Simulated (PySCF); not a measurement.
The vertical singlet excitations below were computed for one of the candidates. Computed with TDDFT B3LYP/def2-SVPD, vertical, gas phase, core orbitals frozen in the response in PySCF. Geometries: GFN2-xTB, one conformer each.

```
state  λ (nm)       f
   S1   302.6  0.0023
   S2   278.0  0.0011
   S3   238.7  0.0002
   S4   210.5   0.025
   S5   197.3   0.018
   S6   192.1   0.021
   S7   189.8  0.0091
   S8   183.5  0.0067
```

Triplets computed (Tamm–Dancoff): 3.70, 4.24, 4.81 eV.

**Question.** Which candidate is it?
A. `C[C@H]1SCCC1=O` (2-methyltetrahydrothiophen-3-one)
B. `C1=CC2(C=C1)CC2` (spiro[2.4]hepta-4,6-diene)
C. `C1=CC=CCC=C1` (cycloheptatriene)

**Answer.** A. Its S1, at 4.10 eV, is the lowest among the candidates; the nearest of the others has S1 at 4.70 eV. S1 is HOMO→LUMO (73%), HOMO-1→LUMO (26%). Löwdin shares by element: HOMO sulfur 68%, carbon 21% or more; LUMO carbon 51% or more, oxygen 29% (atoms not listed hold the other 20%). At the same level the other candidates give, for their lowest levels:
- `C1=CC=CCC=C1`: 257 nm (f 0.103); 247 nm (f 0.007); 204 nm (f 0.001); 195 nm (f 0.017); 194 nm (f 0.299); T1 3.29 eV; HOMO -6.34, LUMO -1.03 eV
- `C1=CC2(C=C1)CC2`: 264 nm (f 0.056); 214 nm (f 0.000); 206 nm (f 0.170); 197 nm (f 0.000); 194 nm (f 0.018); T1 3.02 eV; HOMO -5.96, LUMO -0.82 eV
